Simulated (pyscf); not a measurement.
H₂As–In [singlet] → HAs=InH (hydrogen shift; singlet surface; As–H broken, H–In formed). PySCF, gas phase, ωB97X-D3(BJ)/def2-SVP geometries. MP2 and CC: frozen core, UHF for open shells. ΔMP2 is the change of the MP2 total energy from the triple- to the quadruple-zeta basis. Energies in kcal/mol from the reactant's lowest minimum found.

| level | barrier | reaction energy |
|---|---|---|
| ωB97X-D3(BJ)/def2-TZVP | ___ | +21.6 |
| PBE/def2-TZVP | 48.3 | +19.8 |
| PBE0-D3(BJ)/def2-TZVP | 53.5 | +20.9 |
| ωB97M-D3(BJ)/def2-TZVP | 56.9 | +22.4 |
| HF/def2-TZVP | 64.2 | +24.6 |
| CCSD/def2-TZVPP | 54.6 | +22.1 |
| CCSD(T)/def2-TZVPP + ΔMP2(QZVPP) | ___ | ___ |

**Question.** Some entries are withheld; supply them.

**Answer.** 
- ωB97X-D3(BJ)/def2-TZVP, barrier: 59.2
- CCSD(T)/def2-TZVPP + ΔMP2(QZVPP), barrier: 50.0
- CCSD(T)/def2-TZVPP + ΔMP2(QZVPP), reaction energy: +20.7

One saddle was located; it need not be the lowest between these sides. One closed-shell reference is unstable to symmetry breaking; treat the single-reference values with care. The CCSD(T) − MP2 part came from Ansatz, without density fitting, on the same reference. The frozen core leaves the outer d or s,p core shells of the metals and heavy elements correlated in the MP2 and CC values, and def2-TZVPP describes them poorly, which can shift differences by a few kcal/mol. Elements up to Kr have no core potential and no relativistic terms here. Elements past Kr carry the def2 core potentials, without spin-orbit coupling.
